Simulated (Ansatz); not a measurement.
The first iterations of a band of BCl2H3O2 (8 atoms, charge 0, multiplicity 1).

Method: Ansatz 0.2.0, RKS PBE0-D4/def2-SVP.

- movable images: 7
- climbing image: yes
- spring: 5.0 eV/Å²
- optimiser: quadratic models (default)
- start path: through a guess of the saddle point
- force threshold: 0.05 eV/Å
- iteration limit: 60
- end points: relaxed

Image 0:

```xyz
8
Properties=species:S:1:pos:R:3
B -0.098 -0.040 0.096
Cl 0.121 -0.808 1.750
O 0.901 -0.188 -0.819
H 1.746 -0.391 -0.407
Cl -1.779 -0.168 -0.601
O -0.093 1.654 0.582
H -0.819 2.056 0.075
H -0.372 1.649 1.511
```

Image 8:

```xyz
8
Properties=species:S:1:pos:R:3
B -0.082 0.482 -0.498
Cl 0.112 0.037 3.106
O 1.146 -0.054 -0.547
H 1.211 -0.822 -1.122
Cl -1.429 -0.157 -1.474
O -0.287 1.542 0.330
H -1.187 1.883 0.295
H 0.122 0.853 2.098
```

| iteration | highest image above the first end (eV) | largest band force component (eV/Å) |
| --- | --- | --- |
| 1 | 2.739 | 8.868 |
| 2 | 1.146 | 2.939 |
| 3 | 0.672 | 1.229 |

Question: Does the band converge within its limit, and where does its top end?

Answer: The forces met the threshold. It ended after 10 iterations with the highest image 0.544 eV above the first end. A vibrational analysis at the climbing image gives one clearly imaginary mode, 849i cm⁻¹: a first-order saddle point. The orbitals stay closed-shell, which can raise the energy where a bond breaks towards radicals; this wasn't checked here.

The run took 4.5 min on 2 threads of Arm Neoverse N1 (shared host), peak memory 0.19 GiB.
